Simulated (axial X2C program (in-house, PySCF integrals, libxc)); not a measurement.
## Which molecule has these constants?

Computed with an in-house all-electron X2C program for linear molecules (integrals from PySCF), spin-free (one-electron X2C) or two-component (2c: spin–orbit coupling with atomic mean-field Coulomb and Gaunt terms, which also bring small scalar terms), in Dyall basis sets with cores contracted in-house; open shells are unrestricted.

A two-component PBE0 calculation in a Dyall 3-zeta basis gave Re = 1.653 Å, ωe = 1658.5 cm⁻¹, De = 2.16 eV, dipole magnitude 3.14 D, Ω = 5/2.

**Question.** Which molecule is it?
A. CrH
B. NaCr
C. LiCr

**Answer.** A. The others have LiCr 2.685 Å and 278.5 cm⁻¹ (Ω = 5/2); NaCr 2.949 Å and 156.1 cm⁻¹ (Ω = 5/2).

Each entry is the lowest single determinant of a limited PBE0 search at one distance. De goes to single-determinant-based atoms at the same level (for ions the charge split of lowest energy) and is withheld (n/a) where an atom does not fit its ground term or J level. Main or longest-lived isotopes. One determinant is a doubtful description, or other states lie close, for CrH, LiCr, NaCr; these need not be ground states, and all values refer to the states named. With several unpaired electrons the Ω given is that of one determinant, not necessarily of the lowest component.
